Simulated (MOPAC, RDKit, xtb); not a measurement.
Pair of molecules: SiH4 (SMILES [SiH4]) (first 5 atoms) with C2H4 (SMILES C=C); geometry from B3LYP-D3(BJ)/def2-TZVP.
(charge 0, multiplicity 1):
```
atom    x (Å)    y (Å)    z (Å)
----  -------  -------  -------
Si    -0.1232  -0.1856  -0.1055
H     -1.1626   0.7668   0.3419
H     -0.1836  -0.3136  -1.5815
H     -0.3596  -1.5112   0.5065
H      1.2149   0.3139   0.2800
C      0.3313  -0.4649   3.5398
C     -0.1274   0.7747   3.4504
H      1.3687  -0.7038   3.3395
H     -0.3122  -1.2923   3.8128
H     -1.1656   1.0135   3.6462
H      0.5156   1.6010   3.1730
```

Counterpoise-corrected where a basis set is named; no monomer relaxation. RDKit's UFF carries no charges.

The state that PM6 reach isn't checked.

Run with MOPAC for PM6 (differences of heats of formation); RDKit for the force fields; xtb for the GFN methods. Values without a source in brackets are computed.

Question: One of these levels gives 0.50 kcal/mol for the interaction energy. Which one is it?
A. PM6
B. GFN1-xTB
C. MMFF94
D. UFF

Answer: C, MMFF94. The others give -1.18 (UFF), -0.88 (PM6), -2.79 (GFN1-xTB)
